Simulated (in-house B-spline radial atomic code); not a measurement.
# Ionising Ag3+ with different functionals

Computed with a radial B-spline atomic code at the basis-set limit: scalar-relativistic (spin-free X2C) Hamiltonian, Fermi nucleus of rms radius 4.5454 fm, spin-polarised at highest spin, spherical fractional occupations for the functionals, the average over the highest-spin determinants for Hartree-Fock. The ionisation energy is the difference of two self-consistent energies, [Kr] 4d8 → [Kr] 4d7, without Breit or QED terms; ε is the level of the shell that loses the electron (its least bound occupied spin orbital). There is no spin-orbit coupling in this Hamiltonian.

Hybrids are left out here: with spherical fractional occupations of an open shell their exact exchange keeps a self-interaction that integer-occupation calculations don't have.

```csv
method,rung,ΔSCF (eV),-ε(4d) (eV)
Hartree-Fock,Hartree-Fock,48.58,50.16
LDA VWN5,LDA,50.89,43.18
LDA PW92,LDA,50.88,43.18
LDA exchange-only,LDA,48.98,41.36
PBE,GGA,50.55,42.86
PBEsol,GGA,50.55,42.86
BLYP,GGA,50.44,42.76
RPBE,GGA,50.48,42.78
PW91,GGA,50.65,42.96
BP86,GGA,50.66,42.97
AM05,GGA,?,?
OLYP,GGA,?,?
TPSS,meta-GGA,50.40,42.73
SCAN,meta-GGA,50.40,42.81
r2SCAN,meta-GGA,50.41,42.82
revTPSS,meta-GGA,50.34,42.66
```

(1) What does AM05 give?

(2) What does OLYP give?

(3) How do they compare with the NIST value?

Answers

(1) ΔSCF 50.59 eV, and -ε(4d) = 42.89 eV.

(2) ΔSCF 50.67 eV, and -ε(4d) = 42.95 eV.

(3) NIST lists 49 eV ± 1.7 (tabulated theory, ground level to ground level). Errors run from -0.42 to +1.89 eV; all lie within about twice that uncertainty, so the table can't rank the methods. Hartree-Fock also lacks correlation.
